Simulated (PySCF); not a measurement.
This script is equivalent to a calculation on Au (gold, neutral).

```python
from pyscf import gto, scf, dft, mp, cc
import basis_set_exchange as bse
txt = bse.get_basis("def2-SVP", elements=["Au"], fmt="nwchem", header=False)
cut = txt.index("\nECP")
mol = gto.M(atom="Au 0 0 0", charge=0, spin=1, symmetry="D2h",
            basis=gto.basis.parse(txt[:cut]),
            ecp={"Au": gto.basis.parse_ecp(txt[cut:])})
mf = scf.UHF(mol)
mf.irrep_nelec = {'Ag': (4, 3), 'B1g': (1, 1), 'B2g': (1, 1), 'B3g': (1, 1), 'B1u': (1, 1), 'B2u': (1, 1), 'B3u': (1, 1)}
mf.kernel()
```

(1) What total energy does it give?

(2) Which occupied shell lies highest, and where?

(3) What is ⟨S²⟩, and what would a pure spin state give?

Energies and moments cover only the electrons outside the core potential. Spin-orbit coupling, which splits the p, d and f shells strongly at this Z, is absent.

Results:

(1) -134.78516 hartree (calculated).

(2) 6s α, at -7.922 eV.

(3) 0.753, against 0.75.
